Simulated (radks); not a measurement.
Results of a calculation; reference values are marked as such.
Problem. The mean radii <r> (bohr) of the occupied orbitals of an atom or ion are listed with their occupations. Code: a radial shooting solver on a logarithmic mesh with Libxc functionals. Model: non-relativistic Kohn-Sham, BP86, spin-polarised, spherical densities, point nucleus.

orbital  occ.      <r>
1s down     1  0.06703
1s up       1  0.06703
2s up       1   0.3112
2s down     1   0.3107
2p up       3   0.2753
2p down     3   0.2748
3s up       1   0.9638
3s down     1   0.9644
3p up       3    1.033
3p down     3    1.035
3d up       4    1.506

Name the element and its charge. Open shells, if any, are filled with parallel spins first.

Solution. Z = 23, vanadium, charge +1: V+ in [Ar] 3d4. The 1s radius gives Z: for a bare nucleus <r> = 1.5/Z, 0.06522 bohr for Z = 23, and screening makes it slightly larger (0.06703 here). The occupations add up to 22, and the charge is Z minus that.
